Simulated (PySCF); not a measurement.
Species: C3LiN.
Geometry (PBE0-D3(BJ)/def2-SVP, Å), atoms numbered from 1 in this order:
```xyz
5
C3LiN angstrom
Li     3.040   -0.221   -0.201
C      1.139   -0.088   -0.064
C     -0.090    0.005    0.027
C     -1.456    0.110    0.125
N     -2.616    0.200    0.208
```

Computed with PBE0-D3(BJ)/def2-SVP geometry optimisation, gas phase (PySCF 2.14.0).

Masses are those of the commonest isotopes; rigid-rotor values at the optimised geometry. 

(1) What are the moment of inertia and the rotational constant?

(2) List the first levels of a rigid rotor in a Σ state.

(3) Where do the first rotational lines fall?

(4) Estimate the classical rotational partition function at 25 K, 50 K and 100 K.

Results:

(1) I = 196.728 u·Å², B = 505379 MHz·u·Å²/I = 2569 MHz (0.0857 cm⁻¹, or 0.123 K as hB/k).

(2) E(J) = BJ(J+1): J = 1: 0.171, J = 2: 0.514, J = 3: 1.028, J = 4: 1.714, J = 5: 2.571, J = 6: 3.599 cm⁻¹.

(3) The dipole is 10.83 D; J+1 ← J lies at 2B(J+1): 1 ← 0 at 5.14 GHz, 2 ← 1 at 10.28 GHz, 3 ← 2 at 15.41 GHz, 4 ← 3 at 20.55 GHz, 5 ← 4 at 25.69 GHz, 6 ← 5 at 30.83 GHz.

(4) Point group C∞v, symmetry number σ = 1; q = kT/(σhB), k/h = 20836.6 MHz/K: 203 at 25 K, 406 at 50 K, 811 at 100 K.

Whether it is a minimum is left open (no frequencies). Zero-point vibration and centrifugal distortion are left out.
